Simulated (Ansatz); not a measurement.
A nudged elastic band was laid between two geometries of CH$_{4}$BNO (8 atoms, charge 0, multiplicity 1).

Method: RKS B3LYP-D4/6-31G* (Ansatz 0.2.0).

| Item | Value |
| --- | --- |
| movable images | 7 |
| climbing image | yes |
| spring | 20.0 eV/Å² |
| optimiser | quadratic models (default) |
| start path | IDPP |
| force threshold | 0.03 eV/Å |
| iteration limit | 60 |
| end points | relaxed |

First end point:

```xyz
8
Properties=species:S:1:pos:R:3
N -0.878 1.213 -0.284
B -0.092 0.071 -0.190
C 0.769 -0.979 0.484
O 0.381 -0.918 -0.983
H -1.290 1.521 -1.154
H -1.085 1.802 0.508
H 0.353 -1.853 0.986
H 1.842 -0.857 0.634
```

Last end point:

```xyz
8
Properties=species:S:1:pos:R:3
N -0.878 1.213 -0.283
B -0.092 0.071 -0.191
C 0.769 -0.979 0.484
O 0.381 -0.918 -0.984
H -1.085 1.802 0.508
H -1.290 1.522 -1.153
H 0.353 -1.854 0.985
H 1.842 -0.858 0.633
```

(1) What changes between the two ends?

(2) What energy profile does the band end with?

(3) What is the geometry of the highest image?

Results:

(1) No bond is made or broken. The dihedral H6–N1–B2–O4 goes from -180 to 0°. The two ends are copies of one structure, up to a mirror image or an exchange of like atoms.

(2) It converged. The highest image is number 4 of 0 to 8, 0.70 eV above the ends, which have the same energy within 2 meV. Another band between the same ends (7 images) ends at a top of the same energy, where a vibrational analysis finds 1 clearly imaginary mode.

```
image  path coordinate (Å)  energy (eV)  dihedral H6–N1–B2–O4 (°)
    0                 0.00         0.00                      -180
    1                 0.42         0.10                      -173
    2                 0.84         0.35                      -161
    3                 1.26         0.60                      -143
    4                 1.68         0.70                      -121
    5                 2.11         0.60                       -94
    6                 2.53         0.35                       -62
    7                 2.95         0.10                       -28
    8                 3.37         0.00                         0
```

(3) 
```xyz
8
Properties=species:S:1:pos:R:3
N -0.799 1.325 -0.501
B 0.001 0.140 -0.293
C 0.615 -1.051 0.450
O 0.822 -0.624 -1.013
H -1.785 1.148 -0.316
H -0.528 2.075 0.133
H 0.133 -2.026 0.519
H 1.542 -0.987 1.021
```

Time of the run: 4.9 min on 1 thread of Intel(R) Xeon(R) Processor @ 2.70GHz, on a shared host, peak memory 0.14 GiB.
